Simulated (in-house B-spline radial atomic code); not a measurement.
Configurations of neutral tellurium, with energies counted from [Kr] 4d10 5s2 5p4. All numbers are computed (Dirac-Hartree-Fock, average of configuration; Fermi nucleus of rms radius 4.7423 fm) with an all-electron radial atomic-structure program (B-spline basis), not measured. Energies include first-order Breit, QED and recoil terms.

Occupations are held fixed; configurations that lie above the ionisation limit could autoionise.

| configuration | E - E(ref) (eV) | highest orbital | its <r> (bohr) |
| --- | --- | --- | --- |
| [Kr] 4d10 5s2 5p3 6s1 | 5.8478 | 6s1/2 | 6.877 |
| [Kr] 4d10 5s2 5p3 7f1 | 8.645 | 7f5/2 | 67.37 |
| [Kr] 4d10 5s1 5p5 | 10.592 | 5p3/2 | 2.704 |
| [Kr] 4d9 4f1 5s2 5p4 | 47.711 | 4f5/2 | 17.95 |
| [Kr] 4d9 5s2 5p4 9s1 | 48.043 | 9s1/2 | 39.36 |
| [Kr] 4d9 5s2 5p4 7g1 | 48.285 | 7g7/2 | 63.5 |

Order these further configurations by energy, lowest first.
A. [Kr] 4d10 5s2 5p3 5f1
B. [Kr] 4d10 5s1 5p4 6f1
C. [Kr] 4d10 5s2 5p3 7g1
D. [Ar] 3d9 4s2 4p6 4d10 5s2 5p4 7g1
E. [Ar] 3d9 4s2 4p6 4d10 5s2 5p4 8s1

A (8.378 eV), C (8.6454 eV), B (19.113 eV), E (584.88 eV), D (585.41 eV).

How far above the reference does [Kr] 4d10 4f1 5s2 5p3 lie?

8.0718 eV; its least bound orbital is 4f5/2 with <r> = 17.95 bohr.

How far above the reference does [Ar] 3d9 4s2 4p6 4d10 5s2 5p5 lie?

575.47 eV; its least bound orbital is 5p3/2 with <r> = 2.533 bohr.
